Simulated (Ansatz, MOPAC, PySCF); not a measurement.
HF (SMILES F) and HI (SMILES I) are pulled apart as rigid monomers along the line of their centres of mass, from the B3LYP-D3(BJ)/def2-TZVP minimum. Starting geometry (charge 0, multiplicity 1):
```xyz
4

F      0.5518     0.6191    -0.2611
H      0.2829    -0.2134    -0.5646
I     -0.1377     0.2099     3.4196
H      0.2730     0.7310     1.9436
```

Interaction energies with rigid monomers; basis-set methods are counterpoise corrected unless marked otherwise.

Cores are frozen in the correlated methods. Filled d and f shells under p-block atoms count as core. The state reached by AM1, PM6 isn't checked.

The values were computed with Ansatz (a first-principles code) with Gaussian orbitals; MOPAC for AM1, PM6 (differences of heats of formation); PySCF for the dispersion terms.  In def2 rows elements past Kr take small-core potentials, without spin–orbit coupling.

| F1···H4 (Å) | AM1 (kcal/mol) | PM6 (kcal/mol) | B3LYP-D4/def2-TZVPPD (kcal/mol) | wB97X-V/def2-TZVPPD (kcal/mol) | MP2/def2-QZVPPD (kcal/mol) |
|---|---|---|---|---|---|
| 2.01 | -0.10 | 1.42 | -1.09 | -1.08 | -0.97 |
| 2.23 | -1.03 | 0.29 | -1.56 | -1.62 | -1.50 |
| 2.56 | -1.01 | ___ | -1.41 | -1.52 | -1.43 |
| 3.11 | -0.48 | -0.53 | -0.83 | -0.93 | ___ |
| 3.99 | -0.26 | -0.28 | -0.35 | -0.39 | -0.39 |

Question: Some entries are withheld; supply them.

Answer: 
- 3.11, MP2/def2-QZVPPD (kcal/mol): -0.90
- 2.56, PM6 (kcal/mol): -0.45
